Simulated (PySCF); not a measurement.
Screening by computed properties: pick the candidate that meets the target.

Each SMILES stands for a single optimised conformer of the isolated species, non-relativistic unless stated. Electronic properties by PySCF.

The conformers computed, where there is a choice (atom-mapped SMILES and torsion angles):
- `[CH3:1][S:2][c:3]1[cH:4][cH:5][o:6][cH:7]1`: C1–S2–C3–C4 180°
- `[CH3:1][SiH2:2][S:3][Si@@H:4]([CH3:5])[PH2:6]`: C1–Si2–S3–Si4 163°, Si2–S3–Si4–C5 38°, H–P6–Si4–S3 54°, H–P6–Si4–S3 147°
- `[CH3:1][C@@:2]([F:3])([CH2:4][F:5])[C:6](=[O:7])[F:8]`: C1–C2–C4–F5 167°, C1–C2–C6–O7 113°
- `[SH:1][CH2:2][c:3]1[cH:4][cH:5][cH:6][o:7]1`: S1–C2–C3–C4 -87°, H–S1–C2–C3 -59°

(1) Wanted: smallest rotational constant between 1 GHz and 1.8 GHz (GFN2-xTB) and HOMO–LUMO gap above 10 eV (wB97X-D/def2-SVPD), at GFN2-xTB geometries. Which candidate meets both?
A. `C1CC[PH2+]CC1`
B. `CSC1=COC=C1`
C. `P[Si@@H](S[SiH2]C)C`
D. `C[C@@](F)(CF)C(=O)F`

(2) Wanted: HOMO energy below -10 eV (wB97X-D/def2-SVPD) and electronic spatial extent ⟨r²⟩ about the centre of nuclear charge below 800 bohr² (wB97X-D/def2-SVPD), at GFN2-xTB geometries. Which candidate meets both?
A. `C[SiH2]S[Si@@H](C)P`
B. `CSC1=COC=C1`
C. `C1CC[PH2+]CC1`
D. `C[C@@](F)(CF)C(=O)F`
E. `SCc1ccco1`

(3) Wanted: static isotropic polarisability below 80 au (wB97X-D/def2-SVPD) and dipole moment above 1.2 D (wB97X-D/def2-SVPD), at GFN2-xTB geometries. Which candidate meets both?
A. `CSc1ccoc1`
B. `SCc1occc1`
C. `C[Si@H](S[SiH2]C)P`
D. `C([C@@](F)(C(F)=O)C)F`

Results:

(1) D. Computed values:
```csv
species,smallest rotational constant,HOMO–LUMO gap
P[Si@@H](S[SiH2]C)C,0.587 GHz,10.55 eV
CSC1=COC=C1,1.209 GHz,9.71 eV
C[C@@](F)(CF)C(=O)F,1.638 GHz,12.22 eV
C1CC[PH2+]CC1,1.884 GHz,12.86 eV
```

(2) C. Computed values:
```csv
species,HOMO energy,electronic spatial extent ⟨r²⟩ about the centre of nuclear charge
C1CC[PH2+]CC1,-15.36 eV,708 bohr²
C[C@@](F)(CF)C(=O)F,-11.36 eV,849 bohr²
C[SiH2]S[Si@@H](C)P,-8.86 eV,1937 bohr²
SCc1ccco1,-8.21 eV,983 bohr²
CSC1=COC=C1,-7.82 eV,942 bohr²
```

(3) D. Computed values:
```
              species  static isotropic polarisability  dipole moment
C([C@@](F)(C(F)=O)C)F                          53.2 au         4.46 D
            CSc1ccoc1                          79.4 au         0.94 D
            SCc1occc1                          81.4 au         1.53 D
   C[Si@H](S[SiH2]C)P                         127.5 au         1.83 D
```
